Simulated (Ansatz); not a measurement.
Sn₁₃OH₁₈, relaxed as a singlet with RKS r2SCAN-D4/def2-SVP in Ansatz, starting from the GFN1-xTB geometry. Force threshold 0.03 eV/Å.

In the def2 sets Sn takes a core potential; there is no spin–orbit coupling. Single mean-field runs in def2-SVP are fitted with def2-universal-jkfit.

Start:

```xyz
32

Sn    1.260   -2.054   -0.315
Sn   -1.259    2.456    2.957
Sn    0.395    0.708    0.912
Sn    1.271    3.071   -0.700
Sn    0.693   -1.030   -3.309
Sn   -1.692   -1.057   -0.299
Sn   -1.189   -3.997    0.557
Sn    1.399    3.221    2.212
Sn    2.298    0.463   -1.278
Sn   -0.595   -3.260   -2.159
Sn   -2.404    1.686    0.447
Sn   -0.700   -1.898    2.563
Sn   -0.570    1.261   -2.065
O    -0.170    0.100    2.720
H     0.865   -1.899    1.443
H     2.796   -2.763    0.165
H    -1.487    4.131    3.450
H    -0.840    1.906    4.519
H     2.597    3.669   -1.676
H     2.132   -1.796   -3.857
H     0.165   -0.734   -4.929
H    -3.395   -1.461   -0.555
H     0.054   -5.210    0.588
H    -2.357   -5.206    0.067
H     3.019    2.653    2.403
H     1.886    4.860    1.939
H     3.718    0.231   -2.283
H     0.729   -4.327   -2.594
H    -3.967    1.977    1.164
H    -2.258    3.333   -0.059
H    -2.151   -1.215    1.526
H    -0.244    2.182   -3.555
```

(1) Estimate the energy that the relaxation releases and the steps that it takes.

(2) Does the start keep its bonding and symmetry?

(3) Predict the relaxed structure.

## Answers

(1) 146.5 kcal/mol, in 29 steps; 3 min on 2 threads of AMD EPYC 7R13 on a shared host and a share (18 GiB) of an NVIDIA H100 80GB HBM3. No frequencies were taken in this run, so the end may be a saddle point.

(2) Bonds lost: Sn1–Sn3, Sn1–Sn5, Sn1–Sn6, Sn1–Sn7, Sn3–Sn4, Sn3–Sn8, Sn3–Sn9, Sn3–Sn11 (atoms count from 1). Metal–metal contacts that move far: Sn2–Sn3 3.16 to 4.11 Å.

(3) 
```xyz
32

Sn    2.6011   -2.1891   -0.3571
Sn   -1.1634    3.3176    2.7420
Sn    0.5750   -0.3734    2.2668
Sn    2.0718    2.7282   -0.7117
Sn    0.2524   -1.2307   -3.3308
Sn   -1.6638   -0.2128    0.1907
Sn   -1.4691   -4.2886    0.3482
Sn    1.4918    3.6513    1.8680
Sn    2.9343    0.3173   -1.6161
Sn    0.4186   -3.4600   -1.6141
Sn   -2.9728    2.1874    0.9148
Sn   -2.2017   -2.7370    2.7519
Sn   -0.1163    1.3603   -2.0502
O    -0.3527   -1.9059    3.0675
H     2.0466   -1.5349    1.2170
H     4.1627   -2.7749    0.0888
H    -1.5923    4.8467    3.4121
H    -0.9955    2.2402    4.0844
H     2.5960    3.9441   -1.8130
H     1.4779   -1.3893   -4.5415
H    -1.2424   -1.1662   -4.2001
H    -2.5728   -0.9776   -1.0778
H    -0.7374   -5.8312    0.6808
H    -2.7659   -4.7275   -0.7231
H     2.6298    2.9090    2.9223
H     1.9215    5.3176    1.7465
H     3.7302    0.4015   -3.1397
H     1.1874   -4.7060   -2.5457
H    -4.4549    2.0578    1.7877
H    -3.2200    3.3443   -0.3355
H    -2.6566   -1.2625    1.5769
H     0.0802    2.1443   -3.6099
```
Bond lengths (bridged metal pairs left out): 15 × Sn–Sn 2.72 to 3.25 Å; 2 × O–Sn 1.96 to 2.05 Å; 19 × H–Sn 1.72 to 2.00 Å.
